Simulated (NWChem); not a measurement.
MoNH₂S₂F; SMILES [S]=[Mo]([F])(=[NH])[SH]

```xyz
7

Mo    -0.2554     0.1180    -0.0422
N     -0.8332     0.1728    -1.6470
H     -0.8372     0.5083    -2.6102
S      1.3444     1.4672     0.1760
F     -1.6423     0.4839     1.1251
S      0.6755    -1.9930     0.2265
H     -0.1422    -2.6158    -0.6538
```
Atoms are numbered in this order, from 1.

All runs: NWChem. Medium grid unless said otherwise, to which SCAN and Minnesota functionals are sensitive. All runs use the structure optimised with PBE0/def2-SVP. Not confirmed as a minimum by frequencies. def2 effective core potentials on Mo; no spin-orbit coupling. Hybrids' shares of exact exchange are those that their runs print; pure functionals count as 0. The functionals differ in more than this share.

```csv
row,share of exact exchange,orbital gap (eV)
PBE/def2-SVP,0.00,3.05
BP86/def2-SVP,0.00,3.04
TPSSh/def2-SVP,0.10,3.88
B3LYP/def2-SVP,0.20,withheld
r2SCAN0/def2-SVP,0.25,5.04
PBE0/def2-SVP,0.25,4.86
```

Q: Fit a straight line of the last column on the one before it, predict the withheld value, and compare with the run.

A: 
1. Means of the 5 shown rows: x = 0.120, y = 3.974. Slope Σ(x − x̄)(y − ȳ)/Σ(x − x̄)² = 0.4786/0.06300 = 7.597; intercept 3.062.
2. The shown rows scatter about the line by 0.064 (root mean square); the largest residual is -0.10, at PBE0/def2-SVP.
3. At x = 0.20 (B3LYP/def2-SVP; inside the shown range) the line gives 4.58.
4. The run gives 4.47, -0.11 from the line, 1.7 times the scatter.
